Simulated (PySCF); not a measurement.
## Assigning NMR signals

Molfile (atoms numbered from 1):
```
C6H12O2
     RDKit          3D

 20 19  0  0  0  0  0  0  0  0999 V2000
    2.8501    0.2950   -0.8136 C   0  0  0  0  0  0  0  0  0  0  0  0
    1.6129    0.3073   -0.1177 O   0  0  0  0  0  0  0  0  0  0  0  0
    0.5489   -0.1429   -0.7978 C   0  0  0  0  0  0  0  0  0  0  0  0
    0.6159   -0.5369   -1.9318 O   0  0  0  0  0  0  0  0  0  0  0  0
   -0.7203   -0.0843    0.0449 C   0  0  0  0  0  0  0  0  0  0  0  0
   -0.9658    1.3728    0.4505 C   0  0  0  0  0  0  0  0  0  0  0  0
   -0.5146   -0.9494    1.2926 C   0  0  0  0  0  0  0  0  0  0  0  0
   -1.8918   -0.6115   -0.7814 C   0  0  0  0  0  0  0  0  0  0  0  0
    3.1071   -0.7232   -1.1132 H   0  0  0  0  0  0  0  0  0  0  0  0
    2.7889    0.9183   -1.7082 H   0  0  0  0  0  0  0  0  0  0  0  0
    3.5923    0.6892   -0.1240 H   0  0  0  0  0  0  0  0  0  0  0  0
   -1.8701    1.4401    1.0512 H   0  0  0  0  0  0  0  0  0  0  0  0
   -1.0896    1.9981   -0.4311 H   0  0  0  0  0  0  0  0  0  0  0  0
   -0.1288    1.7511    1.0316 H   0  0  0  0  0  0  0  0  0  0  0  0
   -1.4100   -0.9247    1.9094 H   0  0  0  0  0  0  0  0  0  0  0  0
   -0.3168   -1.9820    1.0133 H   0  0  0  0  0  0  0  0  0  0  0  0
    0.3240   -0.5802    1.8768 H   0  0  0  0  0  0  0  0  0  0  0  0
   -2.8074   -0.5774   -0.1964 H   0  0  0  0  0  0  0  0  0  0  0  0
   -2.0230   -0.0111   -1.6778 H   0  0  0  0  0  0  0  0  0  0  0  0
   -1.7070   -1.6375   -1.0890 H   0  0  0  0  0  0  0  0  0  0  0  0
  1  2  1  0
  2  3  1  0
  3  4  2  0
  3  5  1  0
  5  6  1  0
  5  7  1  0
  5  8  1  0
  1  9  1  0
  1 10  1  0
  1 11  1  0
  6 12  1  0
  6 13  1  0
  6 14  1  0
  7 15  1  0
  7 16  1  0
  7 17  1  0
  8 18  1  0
  8 19  1  0
  8 20  1  0
M  END
```

Theoretical values (PySCF 2.14.0 with density-fitted response routines): shielding tensors at PBE0/pcSseg-1 (GIAO), GFN2-xTB geometry. Fast rotation and ring inversion assumed for equivalent nuclei, no relativistic terms, no solvent, single conformer.

Chemical shifts δ = σref − σ; ¹³C (σref 186.93) and ¹H (σref 31.72) against TMS, all at this level.

Problem. Assign these signals to the numbered atoms. ¹³C{¹H} NMR (computed): δ 185.9 (C), 53.8 (CH3), 41.3 (C), 29.0 (CH3).

Solution. 
| δ (ppm) | atoms | environment | reason |
| --- | --- | --- | --- |
| 185.9 | C3 | ester carbonyl carbon | it is a carbonyl in resonance with an O or N lone pair, the region of acids, esters and amides |
| 53.8 | C1 | methyl carbon bonded to O | the inductive effect lowers its shielding |
| 41.3 | C5 | quaternary sp3 carbon α to a carbonyl | the adjacent C=O deshields it moderately |
| 29.0 | C6/C7/C8 | methyl carbon | a saturated carbon with 1 carbon neighbour and no heteroatom attached |

Problem. Assign these signals to the numbered atoms. ¹H NMR (400 MHz, computed): δ 3.85 (s, 3H), 1.22 (s, 9H).

Solution. 
3.85 → H9/H10/H11, hydrogen on a methyl carbon bonded to O: its carbon carries O, an electronegative neighbour
1.22 → H12/H13/H14/H15/H16/H17/H18/H19/H20, hydrogen on a methyl carbon

Shifts are as computed. Against solution values, carbons near 30 ppm lie about +3 ppm off and those near 130 ppm about +5 ppm. Of 1211 compounds with measured shifts, 218 miss one by over three times the rms of a fit or turn the order of signals round; such compounds aren't used in these exercises. No couplings were computed; multiplicities are counted from neighbouring protons, with m where these are inequivalent, close in shift, in a saturated or five-membered ring or joined by F or P, and br s for small geminal =CH2 splittings.
